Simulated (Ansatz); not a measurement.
These are Ansatz (a first-principles code) with PBE0-D3(BJ)/def2-TZVP values and carry that method's errors. No frequencies were computed at this level.

Ansatz 0.2 input:
```yaml
crystal:
  periodic: [false, false, false]
  atoms:
    - { symbol: Br, position_ang: [-0.085864, 2.300376, -0.007259] }
    - { symbol: Al, position_ang: [-0.001882, 0.054024, 0.000009] }
    - { symbol: I, position_ang: [-2.141227, -1.258103, 0.013219] }
    - { symbol: I, position_ang: [2.228973, -1.096298, -0.005969] }
basis:
  gaussian: { orbitals: def2-tzvp }
hamiltonian:
  xc: pbe0
  dispersion: d3bj
relax:
  max_steps: 150
```

Output:

```
Functional definition: PBE0
1528 factors; their error is unknown
mean field evaluation 1: about -92838.9227 eV, gradient 1.2e1 eV
mean field evaluation 2: about -92838.9307 eV, gradient 1.3e1 eV
mean field evaluation 4: about -92839.3651 eV, gradient 1.1e0 eV
mean field evaluation 8: about -92840.3613 eV, gradient 1.1e0 eV
mean field evaluation 16: about -92840.3620 eV, gradient 1.6e-4 eV
mean field -92840.36198424 eV, -3411.8203734632 hartree, gradient 1.8e-5 eV, S^2 0.000000; 0 other end points of the search recorded, 0 dependent functions left out
reference -92840.36201077 eV, -3411.8203744383 hartree; 49, 49 occupied and 136, 136 virtual orbitals, 1528 factors
relax step   1: F+E_penalty+E_count = -92840.53523649 eV  Δ(F+E_penalty+E_count) = +0.000e0 eV  max|allowed force component| = 6.214e-1 eV/Å  Δτ_max = 0.0000 Å  (27 SCF iters, accepted)
these checks for a lower state are left out or cut short: starts, cluster_reference, orbital_swaps, neighbouring_geometries, increment
1528 factors; their error is unknown
mean field -92840.38503768 eV, -3411.8212206617 hartree, gradient 2.2e-5 eV, S^2 0.000000; 0 other end points of the search recorded, 0 dependent functions left out
reference -92840.38506397 eV, -3411.8212216276 hartree; 49, 49 occupied and 136, 136 virtual orbitals, 1528 factors
relax step   2: F+E_penalty+E_count = -92840.56500264 eV  Δ(F+E_penalty+E_count) = -2.977e-2 eV  max|allowed force component| = 4.308e-1 eV/Å  Δτ_max = 0.1022 Å  (30 SCF iters, accepted)
these checks for a lower state are left out or cut short: starts, cluster_reference, orbital_swaps, neighbouring_geometries, increment
1528 factors; their error is unknown
mean field evaluation 32: about -92840.4046 eV, gradient 1.5e-5 eV
mean field -92840.40456736 eV, -3411.8219383640 hartree, gradient 1.5e-5 eV, S^2 0.000000; 0 other end points of the search recorded, 0 dependent functions left out
reference -92840.40459372 eV, -3411.8219393330 hartree; 49, 49 occupied and 136, 136 virtual orbitals, 1528 factors
relax step   3: F+E_penalty+E_count = -92840.58218371 eV  Δ(F+E_penalty+E_count) = -1.718e-2 eV  max|allowed force component| = 8.317e-3 eV/Å  Δτ_max = 0.0402 Å  (30 SCF iters, accepted)
1528 factors; their error is unknown
mean field -92840.40456736 eV, -3411.8219383640 hartree, gradient 1.3e-5 eV, S^2 0.000000; 1 other end points of the search recorded, 0 dependent functions left out
reference -92840.40459372 eV, -3411.8219393330 hartree; 49, 49 occupied and 136, 136 virtual orbitals, 1528 factors
Total energy: -92840.58221007 eV, -3411.8284666133 hartree
Atom 0 at    -0.084781     2.281083    -0.007150 Å, force     0.000263    -0.006734     0.000052 eV/Å
Atom 1 at    -0.001705     0.046022    -0.000113 Å, force    -0.000347     0.008317    -0.000112 eV/Å
Atom 2 at    -2.081215    -1.242472     0.012960 Å, force     0.001074    -0.000753     0.000026 eV/Å
Atom 3 at     2.167701    -1.084635    -0.005697 Å, force    -0.000990    -0.000830     0.000035 eV/Å
Dipole moment:     0.003213    -0.086225     0.000289 e Å
```

Cost: about 60 core-seconds (a rough figure).
